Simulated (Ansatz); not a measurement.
Consider the redistribution: `C[CH2][InH][SH]` + `CC(C)S[SiH3]` → `C[CH2][InH][CH](C)C` + `[SiH3]SS`.

Computed with Ansatz on PBE0-D4/def2-TZVP structures; ΔE is electronic, products minus reactants. CBS: MP2 limit from def2 TZ/QZ plus the TZ coupled-cluster correction, frozen cores. Functionals use def2-TZVPP. B3LYP here is the variant with VWN-RPA as its local correlation; programs differ in this. Elements past krypton have def2 core potentials. For In outer-core shells are correlated without core-valence functions, which leaves a few kJ/mol of doubt a bond. One conformer a species, not always the lowest.

`C[CH2][InH][SH]`:

Z-matrix (Å, degrees):
```
C
C 1 1.520
H 1 1.093 2 111.9
H 1 1.095 2 111.5 3 119.9
H 1 1.093 2 111.9 3 -120.2
In 2 2.158 1 114.4 3 60.1
H 2 1.094 1 111.2 3 -178.8
H 2 1.094 1 111.2 3 -60.9
S 6 2.401 2 115.1 1 -0.6
H 6 1.717 2 131.7 1 179.4
H 9 1.344 6 94.2 2 -0.0
```

`CC(C)S[SiH3]`:

```xyz
15

C    -0.156   -1.449   -0.043
C    -0.236   -0.061    0.563
C    -1.372    0.058    1.563
S    -0.501    1.235   -0.716
Si    1.402    1.279   -1.656
H    -1.081   -1.690   -0.572
H    -0.007   -2.193    0.746
H     0.670   -1.539   -0.751
H     0.707    0.182    1.063
H    -1.246   -0.682    2.359
H    -1.403    1.050    2.015
H    -2.334   -0.128    1.079
H     1.381    2.452   -2.564
H     1.698    0.055   -2.449
H     2.477    1.432   -0.637
```

`C[CH2][InH][CH](C)C`:

```xyz
19

C     0.864   -1.880   -1.751
C     1.933   -0.937   -1.213
In    1.250    0.758   -0.036
C    -0.828    1.102    0.558
C    -1.737   -0.102    0.352
C    -0.907    1.621    1.988
H     0.276   -2.331   -0.948
H     1.300   -2.700   -2.332
H     0.159   -1.364   -2.408
H     2.534   -0.523   -2.028
H     2.644   -1.479   -0.579
H     2.432    1.932    0.481
H    -1.162    1.905   -0.112
H    -1.748   -0.444   -0.686
H    -1.430   -0.953    0.970
H    -2.772    0.133    0.632
H    -0.295    2.514    2.141
H    -0.574    0.870    2.712
H    -1.940    1.879    2.258
```

`[SiH3]SS`:

Cartesian coordinates in Å:
```
Si 0.269 -0.941 0.255
S -0.056 0.995 1.115
S 0.040 2.076 -0.642
H 1.564 -0.971 -0.465
H -0.834 -1.272 -0.682
H 0.281 -1.898 1.392
H -1.264 2.011 -0.972
```

| level | ΔE (kJ/mol) | difference from CCSD(T)/CBS |
| --- | --- | --- |
| PBE-D4 | 142.7 | -6.4 |
| r2SCAN-D4 | 154.2 | 5.1 |
| PBE0-D4 | 149.7 | 0.6 |
| B3LYP-D4 | 146.9 | -2.2 |
| ωB97X-V | 151.2 | 2.1 |
| ωB97M-V | 149.0 | -0.1 |
| B2PLYP | 149.9 | 0.8 |
| PBE | 141.6 | -7.5 |
| r2SCAN | 154.0 | 4.9 |
| PBE0 | 148.8 | -0.3 |
| B3LYP | 145.2 | -3.9 |
| HF/def2-TZVPP | 163.3 | 14.2 |
| MP2/def2-TZVPP | 154.8 | 5.7 |
| SCS-MP2/def2-TZVPP | 151.7 | 2.6 |
| CCSD/def2-TZVPP | 151.6 | 2.5 |
| CCSD(T)/def2-TZVPP | 151.2 | 2.1 |
| HF/def2-QZVPP | 162.5 | 13.4 |
| MP2/def2-QZVPP | 153.3 | 4.2 |
| SCS-MP2/def2-QZVPP | 150.7 | 1.6 |
| HF/CBS(def2) | 162.4 | 13.3 |
| MP2/CBS(def2) | 152.7 | 3.6 |
| CCSD/CBS(def2) | 149.4 | 0.3 |
| CCSD(T)/CBS | 149.1 | 0 |

Largest T1 diagnostic among the species: 0.013.

In def2-TZVPP, CCSD(T) changes the Hartree–Fock value by −12.1 kJ/mol (the triples alone add −0.3 kJ/mol) and MP2 by −8.6 kJ/mol. From PBE to PBE0 (25 % exact exchange), in def2-TZVPP and without D4, ΔE moves by +7.2 kJ/mol.

CCSD(T)/CBS has its own doubt, a few kJ/mol and more with outer-core shells, so smaller differences from it don't rank the levels.
